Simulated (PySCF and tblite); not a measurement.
Values are calculated unless marked as measured or tabulated.
Stationary points of 4-(methylthio)phenol at GFN2-xTB, in Å:

Structure A

```
 1 C    -3.141   -0.390    0.228
 2 S    -2.203    1.154    0.052
 3 C    -0.528    0.617   -0.139
 4 C    -0.120   -0.706   -0.064
 5 C     1.217   -1.027   -0.227
 6 C     2.159   -0.036   -0.462
 7 O     3.482   -0.313   -0.628
 8 C     1.748    1.294   -0.533
 9 C     0.418    1.613   -0.374
10 H    -4.182   -0.092    0.301
11 H    -2.996   -1.013   -0.651
12 H    -2.842   -0.908    1.134
13 H    -0.824   -1.501    0.120
14 H     1.526   -2.062   -0.169
15 H     3.628   -1.264   -0.555
16 H     2.486    2.058   -0.717
17 H     0.093    2.640   -0.429
```

Structure B

```
 1 C    -3.156   -0.346    0.461
 2 S    -2.168    1.168    0.297
 3 C    -0.522    0.581    0.036
 4 C    -0.161   -0.758    0.048
 5 C     1.158   -1.119   -0.161
 6 C     2.127   -0.151   -0.383
 7 O     3.433   -0.521   -0.649
 8 C     1.764    1.192   -0.395
 9 C     0.450    1.553   -0.188
10 H    -4.182   -0.013    0.584
11 H    -3.069   -0.945   -0.441
12 H    -2.843   -0.904    1.339
13 H    -0.892   -1.533    0.217
14 H     1.442   -2.161   -0.159
15 H     3.938   -0.580    0.168
16 H     2.518    1.942   -0.576
17 H     0.160    2.593   -0.198
```

Structure C

```
 1 C    -3.181   -0.312    0.232
 2 S    -2.161    1.179    0.045
 3 C    -0.516    0.551   -0.139
 4 C    -0.188   -0.797   -0.117
 5 C     1.127   -1.193   -0.270
 6 C     2.132   -0.249   -0.445
 7 O     3.414   -0.686   -0.591
 8 C     1.802    1.102   -0.466
 9 C     0.489    1.497   -0.314
10 H    -4.200    0.045    0.341
11 H    -3.100   -0.931   -0.656
12 H    -2.884   -0.857    1.124
13 H    -0.943   -1.554    0.018
14 H     1.392   -2.238   -0.255
15 H     4.004    0.069   -0.704
16 H     2.576    1.845   -0.602
17 H     0.229    2.544   -0.331
```

Geometries: GFN2-xTB; energies: PBE0/pcSseg-1 + D3(BJ); zero-point and thermal terms from GFN2-xTB harmonic modes (soft modes blended into free rotors).

Task: Which structure is a saddle point, and along which motion?

Result: B: one imaginary mode (412i cm⁻¹ at GFN2-xTB, mostly on H15), along the rotation about the C6–O7 bond (torsion C5–C6–O7–H from 180° to 360°, rising).

Task: Give their symmetry and energies above the lowest.

Result: A C1, 0.0 kcal/mol; B C1, 3.3 kcal/mol; C Cs, 0.0 kcal/mol.
